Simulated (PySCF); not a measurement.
Spectra and structures to be paired. Method used: TDDFT CAM-B3LYP/def2-SVPD, vertical, gas phase, core orbitals frozen in the response (PySCF 2.14.0, density-fitted response routines). Geometries: GFN2-xTB; one conformer of each isolated species. Triplets are in the Tamm–Dancoff approximation.

A. `n1n(c(cn1)Cl)C=C`
B. `[Si@@H]([SiH3])(C1CSC1)P`
C. `O=[P@@H]1CC[C@@H]1[SiH3]`
D. `C=C[C@H]1OCOC1=O`
E. `C1OCO[C@H]([C@@]1(Cl)F)F`

Lowest singlet levels (six at most, fewer where fewer were computed) with oscillator strengths:

1. 4.63 eV (f 0.000); 5.96 eV (f 0.042); 6.03 eV (f 0.056); 6.31 eV (f 0.031); 6.45 eV (f 0.018); 6.57 eV (f 0.023); T1 4.17 eV
2. 7.20 eV (f 0.005); 7.24 eV (f 0.005); 7.42 eV (f 0.015); 7.47 eV (f 0.002); 7.57 eV (f 0.034); 7.78 eV (f 0.041); T1 6.91 eV
3. 5.11 eV (f 0.005); 5.57 eV (f 0.181); 5.92 eV (f 0.288); 6.70 eV (f 0.000); 7.07 eV (f 0.003); 7.18 eV (f 0.000); T1 3.73 eV
4. 5.68 eV (f 0.015); 6.72 eV (f 0.043); 7.13 eV (f 0.148); 7.73 eV (f 0.051); 7.75 eV (f 0.010); 7.81 eV (f 0.018); T1 4.34 eV
5. 7.31 eV (f 0.001); 7.66 eV (f 0.001); 8.11 eV (f 0.010); 8.24 eV (f 0.005); 8.57 eV (f 0.017); 8.73 eV (f 0.048); T1 6.66 eV

Question: Match each spectrum to its molecule.

Answer: 1 = B, 2 = C, 3 = A, 4 = D, 5 = E.
- A: S1 at 5.11 eV, HOMO-2→LUMO (91%); Löwdin shares by element: HOMO carbon 53% or more, nitrogen 13% or more (atoms not listed hold the other 35%); LUMO carbon 47% or more, nitrogen 14% or more (atoms not listed hold the other 38%); HOMO -8.87 and LUMO -0.42 eV; point group Cs, 2 of its 6 listed states under f = 0.0005.
- B: S1 at 4.63 eV, HOMO→LUMO (79%); Löwdin shares by element: HOMO sulfur 63%, carbon 17% or more (atoms not listed hold the other 20%); LUMO sulfur 49%, carbon 17% or more, silicon 4% or more (atoms not listed hold the other 29%); HOMO -7.84 and LUMO 0.64 eV.
- C: S1 at 7.20 eV, HOMO→LUMO+1 (62%); Löwdin shares by element: HOMO (one of a set within 0.03 eV) oxygen 53%, phosphorus 16%, carbon 12% or more, hydrogen 8% or more; LUMO hydrogen 20% or more, silicon 17%, carbon 13% or more (atoms not listed hold the other 50%); HOMO -9.27 and LUMO 1.00 eV.
- D: S1 at 5.68 eV, HOMO→LUMO (33%), HOMO-1→LUMO (27%), HOMO→LUMO+2 (10%); Löwdin shares by element: HOMO carbon 59% or more, oxygen 16% or more (atoms not listed hold the other 25%); LUMO carbon 56% or more, oxygen 12% or more (atoms not listed hold the other 32%); HOMO -9.35 and LUMO 0.29 eV.
- E: S1 at 7.31 eV, HOMO→LUMO (68%), HOMO-2→LUMO (14%); Löwdin shares by element: HOMO oxygen 45%, chlorine 16%, carbon 10% or more (atoms not listed hold the other 30%); LUMO chlorine 56%, carbon 25% or more, fluorine 4% or more; HOMO -9.97 and LUMO 1.01 eV.
C and E have S1 within 0.12 eV of each other; their strongest listed levels stand at 7.78 eV (f 0.041) and 8.73 eV (f 0.048).
